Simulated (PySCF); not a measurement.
Si(Br)2 cation (Br₂Si), SMILES Br[Si]Br (connectivity only; charge and spin as stated), charge +1, multiplicity 2. The structure is a stationary point at PBE-D3(BJ)/def2-TZVP. The spin state was assumed, not searched. The isomer is the one that the SMILES or the coordinates give; other isomers of the formula were not compared.

These are PBE-D3(BJ)/def2-TZVP (PySCF) values and carry that method's errors.

Harmonic wavenumbers (cm⁻¹): 113, 375, 544. Rotational constants (GHz): 20.19, 0.8832, 0.8462; symmetry number 2.

Question: Work out the zero-point energy and the ideal-gas rigid-rotor harmonic-oscillator thermochemistry at 298.15 K and 1 atm.

Answer: ZPE = ½ Σ hcν = ½ × 1033 cm⁻¹ = 1.48 kcal/mol. H − E(el) = 4.62 kcal/mol. Entropy in cal/(mol K): translation 41.60, rotation 26.08, vibration 4.82, spin 1.38, total 73.88. G − E(el) = -17.40 kcal/mol. Cp = 12.56 cal/(mol K). Modes under 150 cm⁻¹ make the vibrational entropy uncertain.
